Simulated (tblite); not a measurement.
Input of a run (GFN2-xTB geometry optimisation, gas phase (tblite 0.8.0)), started from a force field or distance geometry:
```
{"job": {"kind": "relax", "xc": "GFN2-xTB", "basis": "xTB"}, "charge": 0, "multiplicity": 2}
C      2.604100     0.122000    -0.658200
N      1.964500     0.110800     0.460400
C      0.571700    -0.014500     0.372100
C     -0.028100    -1.070200     1.057400
C     -1.401600    -1.310900     1.015800
C     -2.206500    -0.466400     0.246600
C     -1.629000     0.613100    -0.439800
C     -0.245900     0.880600    -0.382400
N      0.203400     1.959300    -1.057100
H      2.099400     0.029300    -1.637500
H      3.687100     0.232000    -0.667300
H      0.605300    -1.734900     1.653900
H     -1.841200    -2.138400     1.560700
H     -3.267700    -0.628000     0.186900
H     -2.271400     1.282600    -1.013300
H      1.148300     2.142300    -0.709800
```

Output (eV, eV/Å):
```
step      E/eV     max force
  0    -660.92363    2.382
  1    -661.07821    1.730
  2    -661.12585    0.804
  3    -661.15402    0.404
  4    -661.17413    0.465
  5    -661.18468    0.363
  6    -661.19758    0.273
  7    -661.20660    0.301
  8    -661.21367    0.233
  9    -661.21862    0.171
 10    -661.22281    0.194
 11    -661.22683    0.225
 12    -661.23056    0.173
 13    -661.23326    0.135
 14    -661.23567    0.128
 15    -661.23856    0.143
 16    -661.24192    0.156
 17    -661.24530    0.192
 18    -661.24829    0.179
 19    -661.25088    0.123
 20    -661.25347    0.128
 21    -661.25622    0.143
 22    -661.25907    0.164
 23    -661.26202    0.148
 24    -661.26475    0.144
 25    -661.26703    0.121
 26    -661.26917    0.106
 27    -661.27153    0.118
 28    -661.27406    0.116
 29    -661.27627    0.102
 30    -661.27791    0.142
 31    -661.27944    0.124
 32    -661.28116    0.163
 33    -661.28274    0.108
 34    -661.28409    0.100
 35    -661.28529    0.118
 36    -661.28623    0.086
 37    -661.28683    0.073
 38    -661.28735    0.054
 39    -661.28775    0.080
 40    -661.28809    0.070
 41    -661.28832    0.039
 42    -661.28848    0.028
 43    -661.28864    0.040
 44    -661.28884    0.053
 45    -661.28905    0.049
 46    -661.28924    0.032
 47    -661.28943    0.039
 48    -661.28967    0.057
 49    -661.28997    0.058
 50    -661.29024    0.049
 51    -661.29043    0.027
 52    -661.29055    0.037
 53    -661.29066    0.039
 54    -661.29076    0.024
 55    -661.29084    0.019
 56    -661.29091    0.019
 57    -661.29097    0.024
 58    -661.29103    0.020
 59    -661.29107    0.018
 60    -661.29109    0.014
 61    -661.29111    0.015
 62    -661.29113    0.012
 63    -661.29114    0.006
```

Q: Summarise the run.

A: The energy falls by 35.5 kJ/mol over 63 L-BFGS steps, the largest force on an atom goes from 2.38 to 0.006 eV/Å, and the atoms move by 0.237 Å rms after alignment. The bond that changes most is N2–C3 (ends: nitrogen bonded to 2 C; carbon bonded to 2 C and N), which shortens by 0.063 Å. Bonds longer at the end by more than 0.005 Å: 4 of 16; shorter: 9. Among the angles that change most is C1–N2–C3, from 116.1° to 129.6°. Among the dihedrals that turn most is H10–C1–N2–C3, from -1° to -20°. The energy never rose by more than 1e-5 eV on the way. The first step brought 42 % of the lowering.

Q: What are the final bond lengths?

A: C1=N2 1.262 Å, N2–C3 1.338 Å, C3–C4 1.395 Å, C4–C5 1.374 Å, C5–C6 1.406 Å, C6–C7 1.361 Å, C7–C8 1.431 Å, C8–N9 1.292 Å, C3–C8 1.469 Å, C1–H10 1.091 Å, C1–H11 1.081 Å, C4–H12 1.080 Å, C5–H13 1.079 Å, C6–H14 1.080 Å, C7–H15 1.078 Å, N9–H16 1.019 Å. Numbering counts from 1 in the input's order; the species is `C=Nc1ccccc1[NH]` [radical].

Its GFN2-xTB frequencies are all real (lowest 108 cm⁻¹). 2 starts were optimised and ended at 0.00 and 1.65 kcal/mol (GFN2-xTB); the lowest of these is shown.

One conformer stands for the species.

All values are computed, not measured.
